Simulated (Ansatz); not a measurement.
System: ethenyl(trifluoro)silane, C₂H₃F₃Si, charge 0, multiplicity 1. 
Coordinates optimised at B3LYP-D3(BJ)/def2-TZVP (Ansatz, an electronic-structure program):
SMILES: F[Si](F)(C=C)F
```xyz
9

C      2.3802    -0.3727    -0.1325
C      1.3690     0.0526     0.6229
Si    -0.3607     0.0621     0.0347
F     -0.4527    -0.4910    -1.4463
F     -1.3024    -0.8316     0.9415
F     -0.9844     1.5176     0.0445
H      2.2277    -0.7374    -1.1416
H      3.4029    -0.3737     0.2275
H      1.5783     0.4080     1.6280
```

Total electronic energies in hartree. Correlated levels leave the core frozen unless marked. No spin-orbit coupling. No relativistic terms. CBS marks a two-point X^-3 extrapolation of the correlation energy; Hartree-Fock from the larger set. [CCSD(T)-MP2]/basis is that difference in the basis named.

```json
[
 {"level": "PBE0/6-31G*", "program": "Ansatz", "energy (Eh)": "-666.69339"},
 {"level": "PBE0-D3(BJ)/def2-TZVPD", "program": "Ansatz + dftd3", "energy (Eh)": "-666.91402"},
 {"level": "PBE-QIDH/def2-TZVPD", "program": "Ansatz", "energy (Eh)": "-666.78305"},
 {"level": "RPA@PBE/cc-pV(Q+d)Z", "program": "Ansatz", "energy (Eh)": "-667.06791"},
 {"level": "MP2/CBS(cc-pV(T+d)Z,cc-pV(Q+d)Z)", "program": "Ansatz", "energy (Eh)": "-666.4987"},
 {"level": "SCS-MP2/6-31G", "program": "Ansatz", "energy (Eh)": "-665.29219"},
 {"level": "CCSD(T)/aug-cc-pV(D+d)Z", "program": "Ansatz", "energy (Eh)": "-666.01721"},
 {"level": "RI-MP2/CBS(cc-pV(T+d)Z,cc-pV(Q+d)Z)+[CCSD(T)-MP2]/cc-pV(Q+d)Z", "program": "Ansatz", "energy (Eh)": "-666.5555"},
 {"level": "CCSD(T)/CBS(aug-cc-pV(T+d)Z,aug-cc-pV(Q+d)Z)", "program": "Ansatz", "energy (Eh)": "-666.5554"}
]
```

Totals of different functionals don't rank their quality; only differences between species are comparable.
